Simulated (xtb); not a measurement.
Cl₃GeHS, SMILES [Cl][Ge]([Cl])([SH])[Cl]. All values are semi-empirical tight-binding results from xtb (GFN2-xTB unless named), good for trends rather than for accurate numbers. Geometry: GFN2-xTB. This is a generated structure with no PubChem entry under its InChIKey; it may be hypothetical. The values are those of a single conformer.

Optimised geometry:

```xyz
6

S      2.0376    -0.5286    -0.7733
Ge    -0.0125    -0.0093    -0.0132
Cl    -0.2371     2.1135     0.1394
Cl    -1.4844    -0.7765    -1.3331
Cl    -0.3285    -0.8328     1.9365
H      2.6481     0.1843     0.1684
```

For metal compounds this method's bond lengths and energies can be far off.

Task: Estimate the properties. (Estimate from the structure and the level; the computed values follow.)

Result: 
The orbital gap comes out as 3.55 eV, the zero-point energy is 7.4 kcal/mol and the G − E(el) at 298.15 K (modified RRHO) comes out as -15.1 kcal/mol.

Computed atomic charges and the Wiberg bond orders between heavy atoms:
charges (e) S1 -0.21, Ge2 0.35, Cl3 -0.12, Cl4 -0.10, Cl5 -0.12, H6 0.19. Bond orders S1–Ge2 0.90, Ge2–Cl3 1.07, Ge2–Cl4 1.11, Ge2–Cl5 1.07.
